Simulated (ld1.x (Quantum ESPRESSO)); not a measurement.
# Configuration tests for phosphorus (P) (RRKJ)

phosphorus (P), norm-conserving RRKJ (Kleinman–Bylander form), made with ld1.x (Quantum ESPRESSO) 7.5 (PW91, non-relativistic). Core [Ne], reference 3s2 3p2.5 (charge +0.5). Waves: 3s (bound): rc 1.64 bohr; 3p (bound): rc 1.58 bohr; 3d channel at 0.1 Ry: rc 1.36 bohr. Local part: the d channel. Core correction: none. rho0 = 0.005.

Energies are relative to the spin-unpolarised reference configuration 3s2 3p2.5; without spin polarisation the order of configurations can differ from experiment.

Task: Give the all-electron excitation energy and the error of the potential for: 3s2 3p3; 3s2 3p2; 3s2 3p1; 3s2 3p3.3; 3s1 3p4; 3s1 3p3; 3s2 3p0.

Result:

```csv
valence configuration,charge,ΔE all-electron (eV),error AE − PS (meV)
3s2 3p3,0,-3.803,+0.7
3s2 3p2,+1,5.986,+1.5
3s2 3p1,+2,25.205,+25
3s2 3p3.3,-0.3,-5.124,+1.5
3s1 3p4,0,4.650,+0.2
3s1 3p3,+1,15.015,+7.2
3s2 3p0,+3,55.037,+186
```

Levels in the configuration 3s2 3p1:

| level | all-electron (eV) | pseudo (eV) |
| --- | --- | --- |
| 3s | -33.932 | -33.870 |
| 3p | -24.355 | -24.304 |

ld1.x printed “convergence not achieved” for 7 of the counted tests; their residual had stalled under 1e-8, short of the target of 1e-14.
